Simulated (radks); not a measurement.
Results of a calculation; reference values are marked as such.
These are the eigenvalues of the occupied orbitals of an atom or ion with whole-number occupations (Ry). Level of theory: Dirac Kohn-Sham, PBE, spin-unpolarised, spherical densities, point nucleus (a radial shooting solver on a logarithmic mesh with Libxc functionals).

| orbital | eigenvalue |
|---|---|
| 1s1/2 | -2736.973 |
| 2s1/2 | -432.9616 |
| 2p1/2 | -407.8536 |
| 2p3/2 | -379.7959 |
| 3s1/2 | -91.88704 |
| 3p1/2 | -81.35415 |
| 3p3/2 | -75.93071 |
| 3d3/2 | -57.46155 |
| 3d5/2 | -56.30555 |
| 4s1/2 | -18.52960 |
| 4p1/2 | -14.70126 |
| 4p3/2 | -13.57083 |
| 4d3/2 | -7.32036 |
| 4d5/2 | -7.12818 |
| 5s1/2 | -3.08568 |
| 5p1/2 | -2.09001 |
| 5p3/2 | -1.93510 |
| 6d3/2 | -0.25071 |

Which element is it, and in what charge state? The configuration may be excited. Open shells, if any, fill j = l - 1/2 first.

Answer. Z = 56, barium, charge +1: Ba+ in [Xe] 6d1. The list shows which subshells hold electrons but not how many an open one holds; the 1s level, -1368.5 hartree, gives Z - s = 52.3 by -(Z - s)^2/2, which with screening and relativity narrows Z to a few neighbours, and the depths of the outer levels then fix element, charge and occupations together.
